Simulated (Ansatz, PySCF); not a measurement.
Gas-phase reaction in SMILES: NB(N)Cl → N[B]Cl + [NH2] (NH2) (the B-N bond at the site shown breaks; other sites are not compared here)
Each molecule is optimised on its own at B3LYP-D3(BJ)/def2-TZVP (Ansatz, a program for electronic structure), one conformer each, not searched for the lowest. Frequencies are from Ansatz or PySCF.

Property: bond dissociation energy (enthalpy at 298 K, with B3LYP-D3(BJ) rigid-rotor harmonic-oscillator terms), in kcal/mol. Correlated levels leave the core frozen unless marked. Open shells are spin-unrestricted. Spin-orbit coupling is left out. No relativistic terms. CBS marks a two-point X^-3 extrapolation of the correlation energy; Hartree-Fock from the larger set.

| level | program | bond dissociation energy (kcal/mol) |
|---|---|---|
| HF/cc-pV(T+d)Z | Ansatz | 97.5 |
| PBE-D4/def2-TZVPD | Ansatz + dftd4 | 125.3 |
| revPBE/def2-TZVPD | Ansatz | 117.0 |
| TPSSh-D3(BJ)/def2-TZVPD | PySCF + dftd3 | 120.6 |
| r2SCAN0-D4/def2-TZVPD | Ansatz + dftd4 | 121.1 |
| LC-wPBE/def2-TZVPD | Ansatz | 125.8 |
| wB97M-V/def2-TZVPD | Ansatz | 130.6 |

Task: What does CCSD(T)/CBS(cc-pV(T+d)Z,cc-pV(Q+d)Z) (Ansatz) give?

Result: 128.9 kcal/mol
